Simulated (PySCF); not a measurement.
## How methods differ on the ionisation energy of Nb⁺

Nb⁺ [Kr] 4d4 (5D) → Nb²⁺ [Kr] 4d3 (4F), as a difference of total energies. Computed with PySCF 2.14 in aug-cc-pVDZ-PP with ECP28MDF (5s5p4d2f, 54 functions), with a scalar-relativistic core potential. Correlated levels: valence: 4s2 4p6 frozen. The calculations carry no spin-orbit coupling.

```tsv
method	ionisation energy (eV)
UHF	13.093
MP2 (valence)	13.541
SCS-MP2 (valence)	13.243
```

**Question.** How much does correlation contribute at MP2 (valence)?

**Answer.** 13.541 − (13.093) = 0.448 eV, measured against UHF.

The reference lies between the lowest fine-structure levels, while these numbers refer to the centres of the terms.

Errors of the correlated levels include the incompleteness of this basis and the frozen core.

For comparison: 14.32 eV (semi-empirical (NIST evaluation); NIST Atomic Spectra Database, ionization energies).
